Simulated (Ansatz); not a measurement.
`C[N](C)[Hf]([F])([Cl])[SeH]` + HI → `C[N](C)[Hf]([F])([Cl])[I]` + H₂Se at 400 K and 1 bar (ligand exchange at the Hf–Se bond).

Calculated with Ansatz (gas phase, PBE0-D4/def2-TZVP geometries, no zero-point term in ΔE). CCSD(T)/CBS is the MP2 limit (def2-TZVPP, def2-QZVPP) plus CCSD(T) − MP2 in def2-TZVPP, frozen cores. Elements past krypton have def2 core potentials. For Hf, I, Se outer-core shells are correlated without core-valence functions, which leaves a few kJ/mol of doubt a bond. Scalar relativity is left out up to krypton. Each species was taken in one conformer, which may not be the lowest.

```csv
species,CCSD(T)/CBS energy (Eh),H − E (kJ/mol),S (J/(mol·K))
`C[N](C)[Hf]([F])([Cl])[SeH]`,-3143.43772,294.9,532.2
HI,-298.03592,25.7,215.0
`C[N](C)[Hf]([F])([Cl])[I]`,-1039.59491,272.8,520.2
H₂Se,-2401.89790,49.4,229.5
```

H − E and S are ideal-gas, rigid-rotor, harmonic terms from PBE0-D4/def2-TZVP, for one conformer and one mirror image of each species. 1 Eh = 2625.50 kJ/mol, R = 8.31446 J/(mol·K).

Q: By hand: ΔE, ΔH, ΔS and ΔG.

A: ΔE = (-1039.59491) + (-2401.89790) − (-3143.43772) − (-298.03592) = -0.01917 Eh = -50.3 kJ/mol. Δ(H − E) = 272.8 + 49.4 − 294.9 − 25.7 = 1.6, so ΔH = -48.7 kJ/mol. ΔS = 520.2 + 229.5 − 532.2 − 215.0 = 2.5 J/(mol·K). ΔG = -48.7 − 400 × (2.5)/1000 = -49.7 kJ/mol.

Q: By hand: the equilibrium constant, and the temperature at which ΔG would vanish if ΔH and ΔS stayed fixed.

A: log₁₀ K = −ΔG/(RT ln 10) = 6.5. ΔH and −TΔS have one sign here, so there is no such temperature.

The number of gas molecules stays the same, so ΔS is small and ΔH decides. A doubt of 5 kJ/mol in ΔE shifts log₁₀ K by 0.7 here. Other conformers and mirror images would add mixing entropy, several J/(mol·K) or more a flexible species. Modes under 60 cm⁻¹, often nearly free rotors, make the harmonic entropy too high. These are equilibria of isolated gas molecules and say nothing of rates. Largest T1 diagnostic: 0.014 (customary marks: 0.02 for closed shells, 0.045 for open ones).

ΔS is within the doubt of such terms, so its sign, and with it that verdict, could turn.
